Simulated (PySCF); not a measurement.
B(F)(OH)(OMe) (CH4BFO2), SMILES OB(OC)F.

Geometry: PBE0-D3(BJ)/def2-SVP. The values are those of a single conformer.

The numbers are results of PySCF with B3LYP/def2-TZVP, not measurements.

The molecule is in vacuum.

```json
{
  "total_energy": "-315.95961 hartree",
  "highest_occupied_level": "-8.55 eV",
  "lowest_empty_level": "0.27 eV",
  "orbital_gap": "8.82 eV",
  "dipole_moment": "1.71 D",
  "quadrupole, principal values (traceless, Buckingham form, about the centre of nuclear charge)": "-6.80, -0.22, 7.02 D·Å",
  "mean_static_polarisability": "33.5 bohr³ (4.97 Å³)",
  "polarisability_principal_values": "27.2, 32.5, 40.9 bohr³"
}
```
